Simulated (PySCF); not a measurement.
Calculated properties of `[C@H]1(CC)[C@@H](C1=C)Br`

Species: C₆H₉Br.
Numbering: `[CH2:1]=[C:2]1[C@@H:3]([Br:4])[C@@H:5]1[CH2:6][CH3:7]` (hydrogens: H8, H9 on C1; H10 on C3; H11 on C5; H12, H13 on C6; H14, H15, H16 on C7)

Structural features include: C=C double bond, C–Br bond and cyclopropane ring.

From PBE0-D3(BJ)/def2-SVP geometry optimisation, gas phase (PySCF):

```yaml
Point_group: C1
Rotational_constants_A_B_C: 2.298, 1.057, 0.754 GHz
```

**B3LYP/def2-SVPD ground state and vertical TDDFT (core frozen in the response) (PySCF)**

```yaml
Dipole_moment: 2.15 D
HOMO_energy: -7.22 eV
LUMO_energy: -1.20 eV
HOMO–LUMO_gap: 6.02 eV
Lowest_singlet_excitation: 4.99 eV (248 nm, f = 0.012)
Strongest_line_among_the_6_lowest_singlet_transitions: S3 at 6.13 eV (202 nm, f = 0.207)
Static_isotropic_polarisability: 97.1 au
Electronic_spatial_extent_⟨r²⟩_about_the_centre_of_nuclear_charge: 1465 bohr²
```

Monoisotopic mass from the formula: 159.9888 u.

With B = h/(8π²I), that is 505.379 GHz u Å² over I, the principal moments of inertia are 220.0, 478.1 and 669.9 u Å² (most abundant isotopes); the inertial defect Ic − Ia − Ib is -28.2 u Å² (zero for a rigid planar frame, negative otherwise). The largest Löwdin shares of the HOMO are 0.56 on Br4, 0.11 on C2, 0.11 on C3 and 0.09 on C1. The dipole equals about 7.2 × 10⁻³⁰ C·m (1 D = 3.33564 × 10⁻³⁰ C·m). The polarisability is 14.39 Å³ as a volume (1 au = 0.148185 Å³), or 1.21 au for each of the 80 electrons. The largest Löwdin shares of the LUMO are 0.27 on Br4, 0.21 on C1, 0.17 on C2 and 0.13 on C3.

The calculation is non-relativistic and has no spin–orbit coupling, an omission that weighs most on bromine.

For the TDDFT job (B3LYP/def2-SVPD), the run took about 70 s of CPU time (one thread, shared machine).

Conformer computed: `[CH2:1]=[C:2]1[C@@H:3]([Br:4])[C@@H:5]1[CH2:6][CH3:7]`: C3–C5–C6–C7 84°.

One conformer stands for the species.
